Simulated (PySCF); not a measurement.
# Simulated characterisation data

PySCF 2.14.0 with density-fitted response routines calculation with coordinates at the PBE0-D3(BJ)/def2-SVP level, couplings computed with B3LYP/pcJ-1 (spin–dipole term left out of most H,H and C,H couplings) and GIAO PBE0/pcSseg-1 shieldings; one computed conformer, equivalent nuclei averaged, isolated molecule, relativity neglected.

δ = σ(ref) − σ, references computed at the same level: 1H (σ = 31.27 ppm), 13C (σ = 184.41 ppm) vs TMS. Multiplet labels drop J under 1 Hz and among equivalent protons, and merge close values. Unscaled 3J(H,H) run several per cent high. Where no couplings were computed, multiplicities follow the n + 1 count of equivalent neighbours, and m marks all less simple cases (inequivalent or close neighbours, rings, F or P nearby). Couplings to H on boron are left out. Carbons bonded to boron are broad in practice. Shifts are as computed. Against solution values, carbons near 30 ppm lie about +2 ppm off and those near 130 ppm about +5 ppm. Of 1211 compounds with measured shifts, 218 miss one by over three times the rms of a fit or turn the order of signals round; such compounds aren't used in these exercises. OH and NH positions are gas-phase values without hydrogen bonding to other molecules.

**1.** `C[SiH2]Oc1ccccc1`, C₇H₁₀OSi. 1H NMR (500 MHz, computed): δ 7.37 (m, 2H), 7.03 (t, 1H), 6.93 (d, 2H), 5.16 (q, 2H), 0.52 (t, 3H). 13C{1H} NMR (computed): δ 162.6 (C), 135.2 (CH), 125.6 (CH), 121.8 (CH), -4.1 (CH3).

**2.** 1,2-BN Cyclohexene, C₄H₁₀BN. 1H NMR (500 MHz, computed): δ 6.12 (br, 1H), 3.31 (m, 2H), 1.61 (m, 2H), 1.43 (m, 2H), 1.16 (br s, 1H), 0.99 (m, 2H). 13C{1H} NMR (computed): δ 53.7, 35.6, 34.2, 26.2.
